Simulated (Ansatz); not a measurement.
Geometry optimisation, RHF/STO-3G (Ansatz).

Input file:

```yaml
crystal:
  periodic: [false, false, false]
  atoms:
    - { symbol: Si, position_ang: [0.0, 0.0, 0.0] }
    - { symbol: Cl, position_ang: [0.0, 0.0, 2.13] }
    - { symbol: "N", position_ang: [1.7163, 0.0, -0.6061] }
    - { symbol: C, position_ang: [2.4072, -1.273, -0.8567] }
    - { symbol: H, position_ang: [1.7433, -1.947, -1.4373] }
    - { symbol: H, position_ang: [3.3364, -1.083, -1.4334] }
    - { symbol: H, position_ang: [2.6645, -1.7518, 0.1112] }
    - { symbol: C, position_ang: [2.4114, 1.273, -0.8449] }
    - { symbol: H, position_ang: [3.0382, 1.1875, -1.757] }
    - { symbol: H, position_ang: [1.6647, 2.0824, -0.9844] }
    - { symbol: H, position_ang: [3.0569, 1.5118, 0.0259] }
    - { symbol: C, position_ang: [-0.8808, 1.5259, -0.6227] }
    - { symbol: H, position_ang: [-1.9334, 1.2723, -0.8671] }
    - { symbol: H, position_ang: [-0.8624, 2.3106, 0.1622] }
    - { symbol: H, position_ang: [-0.3704, 1.9025, -1.5336] }
    - { symbol: C, position_ang: [-0.8808, -1.5259, -0.6227] }
    - { symbol: H, position_ang: [-1.3804, -2.0377, 0.2261] }
    - { symbol: H, position_ang: [-1.6409, -1.2332, -1.3768] }
    - { symbol: H, position_ang: [-0.1449, -2.2146, -1.0879] }
basis:
  gaussian: { orbitals: STO-3G }
hamiltonian:
  xc: hf
relax:
  f_tol: 0.02
  max_steps: 40
```

Command:

```bash
$ ansatz run input.yaml --threads 1 --pin off --max-ram 2048MiB --backend cpu --events-out ev --progress --plain --runs-dir out
```

Problem. Where does it end, and by what steps?

Solution. It converged. The force dipped under the threshold on the way, but the program's further checks kept it going. Limits of this set-up: minimal basis. After 17 steps the energy has fallen by 0.754 eV; H17 moved furthest, 0.95 Å.

| step | energy less start (eV) | largest force component (eV/Å) | accepted |
| --- | --- | --- | --- |
| 0 | 0.0000 | 3.627 | yes |
| 1 | -0.4915 | 0.751 | yes |
| 2 | -0.6081 | 0.310 | yes |
| 3 | -0.6500 | 0.565 | yes |
| 4 | -0.6792 | 0.501 | yes |
| 5 | -0.7136 | 0.179 | yes |
| 6 | -0.6812 | 0.696 | no |
| 7 | -0.7257 | 0.093 | yes |
| 8 | -0.7340 | 0.163 | yes |
| 9 | -0.7328 | 0.555 | no |
| 10 | -0.7404 | 0.080 | yes |
| 11 | -0.7451 | 0.036 | yes |
| 12 | -0.7484 | 0.236 | yes |
| 13 | -0.7511 | 0.182 | yes |
| 14 | -0.7533 | 0.013 | yes |
| 15 | -0.7537 | 0.020 | yes |
| 16 | -0.7539 | 0.031 | yes |
| 17 | -0.7539 | 0.005 | yes |

```xyz
19
Properties=species:S:1:pos:R:3
Si 0.028 -0.031 -0.182
Cl 0.271 -0.154 1.910
N 1.581 0.026 -0.946
C 2.422 -1.187 -0.917
H 1.827 -2.065 -1.159
H 3.213 -1.105 -1.663
H 2.896 -1.355 0.055
C 2.396 1.246 -0.790
H 3.189 1.258 -1.539
H 1.783 2.132 -0.942
H 2.867 1.323 0.195
C -0.927 1.526 -0.515
H -1.947 1.426 -0.168
H -0.492 2.381 -0.017
H -0.955 1.733 -1.578
C -0.902 -1.554 -0.698
H -1.923 -1.512 -0.342
H -0.928 -1.634 -1.777
H -0.453 -2.455 -0.303
```

The run took 85 s on 1 thread of Arm Neoverse N1 (shared host), peak memory 0.14 GiB.
